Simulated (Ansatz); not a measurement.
`[NH2][Sn][OH]` + H–F → `[OH][Sn][F]` + NH₃ at 700 K and 1 bar (ligand exchange at the Sn–N bond).

Gas-phase electronic energies from Ansatz, PBE0-D4/def2-TZVP geometries. CCSD(T)/CBS adds triple-zeta CCSD(T) − MP2 to the extrapolated MP2 energy (def2 sets, frozen cores). This one scheme is used for every species. Elements past krypton have def2 core potentials. For Sn outer-core shells are correlated without core-valence functions, which leaves a few kJ/mol of doubt a bond. One conformer a species, not always the lowest.

```tsv
species	CCSD(T)/CBS energy (Eh)	H − E (kJ/mol)	S (J/(mol·K))
`[NH2][Sn][OH]`	-345.75638	150.6	382.0
H–F	-100.39570	45.2	198.5
`[OH][Sn][F]`	-389.66871	78.4	349.2
NH₃	-56.50880	116.9	226.5
```

H − E and S are ideal-gas, rigid-rotor, harmonic terms from PBE0-D4/def2-TZVP, for one conformer and one mirror image of each species. 1 Eh = 2625.50 kJ/mol, R = 8.31446 J/(mol·K).

Problem. By hand: ΔE, ΔH, ΔS and ΔG.

Solution. ΔE = (-389.66871) + (-56.50880) − (-345.75638) − (-100.39570) = -0.02543 Eh = -66.8 kJ/mol. Δ(H − E) = 78.4 + 116.9 − 150.6 − 45.2 = -0.5, so ΔH = -67.3 kJ/mol. ΔS = 349.2 + 226.5 − 382.0 − 198.5 = -4.8 J/(mol·K). ΔG = -67.3 − 700 × (-4.8)/1000 = -63.9 kJ/mol.

Problem. By hand: the equilibrium constant, and the temperature at which ΔG would vanish if ΔH and ΔS stayed fixed.

Solution. log₁₀ K = −ΔG/(RT ln 10) = 4.8. ΔG = 0 at ΔH/ΔS = 14021 K, far beyond where these terms or the molecules hold.

The number of gas molecules stays the same, so ΔS is small and ΔH decides. A doubt of 5 kJ/mol in ΔE shifts log₁₀ K by 0.4 here. Other conformers and mirror images would add mixing entropy, several J/(mol·K) or more a flexible species. These are equilibria of isolated gas molecules and say nothing of rates. Largest T1 diagnostic: 0.018 (customary marks: 0.02 for closed shells, 0.045 for open ones).
